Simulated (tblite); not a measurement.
Species: C5H12O2Si.
Numbering: `[CH3:1][CH2:2][C@H:3]([SiH3:4])[CH2:5][O:6][CH:7]=[O:8]` (hydrogens: H9, H10, H11 on C1; H12, H13 on C2; H14 on C3; H15, H16, H17 on Si4; H18, H19 on C5; H20 on C7)

The geometry is computed with GFN2-xTB (gas phase).

Q: Give the optimised bond lengths and angles.

A: 
```tsv
bond	length (Å)
C1–C2	1.525
C2–C3	1.532
C3–Si4	1.915
C3–C5	1.524
C5–O6	1.435
O6–C7	1.317
C7=O8	1.196
C1–H9, C1–H10, C1–H11	1.088
C2–H12	1.093
C2–H13	1.092
C3–H14	1.094
Si4–H15, Si4–H16, Si4–H17	1.463
C5–H18	1.093
C5–H19	1.093
C7–H20	1.105
```

Bonds in one row agree within 0.01 Å and their mean is given. A selection of angles:
```tsv
angle	degrees
C1–C2–C3	113.5
C2–C3–Si4	110.8
C2–C3–C5	112.3
Si4–C3–C5	108.4
C3–C5–O6	109.3
C5–O6–C7	118.4
O6–C7–O8	127.6
```

Torsions: C1–C2–C3–Si4 -168° (antiperiplanar); C2–C3–C5–O6 83° (synclinal); C3–C5–O6–C7 -110° (anticlinal); C5–O6–C7–O8 -3° (synperiplanar).

Of the pairs four or more bonds apart, O8···H18 is among the closest relative to their van der Waals radii: 2.30 Å, 85 % of the sum of Bondi's values. The 3 C–O bonds span 1.196 Å (C7=O8, drawn double) to 1.435 Å (C5–O6, drawn single), a spread of 0.239 Å. Si4 (SiH3 silicon) is tetrahedral (angles from 107.0° to 111.0°). O6 (ester single-bonded oxygen) is bent (angle 118.4°).

Point group: C1 (no symmetry element, even within 0.4 Å). Its GFN2-xTB frequencies are all real (lowest 16 cm⁻¹). The numbers are those of one conformer.
